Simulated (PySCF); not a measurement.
Fill in the blanks.

[SiF3]- (charge -1).
Geometry (PBE0-D3(BJ)/def2-SVP, Å), atoms numbered from 1 in this order:
```
atom  x, y, z in Å
Si1   -0.0099    0.0036    0.6471
F2     1.4569   -0.0298   -0.1915
F3    -0.6975    1.2709   -0.2351
F4    -0.7495   -1.2447   -0.2205
```

```csv
property,level,value
point group,PBE0-D3(BJ)/def2-SVP,?
"rotational constants A, B, C",PBE0-D3(BJ)/def2-SVP,"6.821, 6.807, 4.198 GHz"
HOMO energy,KT2/pcSseg-1,?
LUMO energy,KT2/pcSseg-1,?
"isotropic shieldings of nuclei other than C and H, by class",GIAO KT2/pcSseg-1,?
```

The electronic properties come from PySCF, for the isolated species, density fitting. The geometry's basis has no diffuse functions, a weakness for an anion. The HOMO energy is positive, so at this level the finite basis confines the outermost electrons. No diffuse functions stand in pcSseg-1, which bears on an anion's orbital energies.

(1) The isotropic shieldings of nuclei other than C and H, by class?

(2) The LUMO energy?

(3) What is the HOMO energy?

(4) What is the point group?

## Answers

(1) 223 (F2/F3/F4), 378 (Si1) ppm.

(2) 5.94 eV.

(3) 0.62 eV.

(4) C3v.

The rotational constants are those of an oblate symmetric top; the small spread among constants that symmetry makes equal is optimisation noise. With B = h/(8π²I), that is 505.379 GHz u Å² over I, the principal moments of inertia are 74.1, 74.2 and 120.4 u Å² (most abundant isotopes).
